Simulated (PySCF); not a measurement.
Field gradients at the hydrogen positions

Species: C₃H₆F₄Si.
Structure used (GFN2-xTB), in Å, numbered top down from 1:
```xyz
14
C3H6F4Si angstrom
C      0.1501    1.2516   -0.8967
C     -0.1832    0.2947    0.2354
F     -0.9633    0.9708    1.1732
Si    -1.1717   -1.2843   -0.2918
C      1.0880   -0.1101    0.9588
F      0.8518   -0.9157    2.0036
F      1.8107    0.9170    1.4224
F      1.8961   -0.7992    0.1299
H      0.7771    0.7489   -1.6281
H     -0.7698    1.5747   -1.3769
H      0.6739    2.1289   -0.5179
H     -1.4703   -2.0277    0.9243
H     -0.3221   -2.0105   -1.2312
H     -2.3680   -0.7395   -0.9272
```

Level: PBE0/pcSseg-1 (PySCF, non-relativistic); Q(2H) = 0.00286 b; rigid geometry, the same for H and D, with no vibrational averaging.

Problem. Tabulate Vzz, the asymmetry η and χzz = 234.96 MHz × Q × Vzz for every hydrogen position.

Solution. 
```csv
atom,bonded to,bond length (Å),Vzz (au),η,χzz (kHz)
H9,C1,1.087,0.3111,0.04,209
H10,C1,1.087,0.3130,0.03,210
H11,C1,1.090,0.3054,0.03,205
H12,Si4,1.456,0.1657,0.01,111
H13,Si4,1.460,0.1632,0.02,110
H14,Si4,1.460,0.1639,0.02,110
```

Problem. Average by the element that carries the hydrogen.

Solution. on C: 208 kHz over 3 positions, mean bond length 1.088 Å; on Si: 110 kHz over 3 positions, mean bond length 1.459 Å.

Isolated species at its GFN2-xTB geometry, gas phase. GFN2-xTB bond lengths can be off by several hundredths of an ångström, more for odd bonds, and the gradients follow them. With a basis this small, the couplings can be 20 % off.

These values come from a run that also computed NMR shieldings. Hardware: one thread of an Arm Neoverse N1, no GPU (shared host). Cost: 53 s wall (with the writing of density and orbital grids), 0.72 GiB resident at most.
